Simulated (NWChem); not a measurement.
CH$_{3}$AlClFS; SMILES [Cl][Al]([F])[S]C

```xyz
8

Al    -0.2769     0.3976    -0.0002
Cl     0.4903     2.3332     0.0014
F     -1.9239     0.1775    -0.0007
S      0.9909    -1.3397    -0.0007
C     -0.2661    -2.6773    -0.0031
H     -1.2900    -2.2825     0.0002
H     -0.1131    -3.2973     0.8899
H     -0.1166    -3.2912    -0.9010
```
Atoms are numbered in this order, from 1.

Program: NWChem. Pople sets run with spherical d functions. The geometry was optimised at PBE0/def2-SVP. Static field.

For level CAM-B3LYP/6-31+G*:

| Property | Result |
|---|---|
| isotropic polarisability (bohr³) | 62.1 |
| anisotropy (bohr³) | 32.5 |

Problem. Estimate the same quantities for level PBE/6-31+G*.

Solution. The isotropic polarisability (bohr³) comes out as 66.5 and the anisotropy (bohr³) is 36.6.
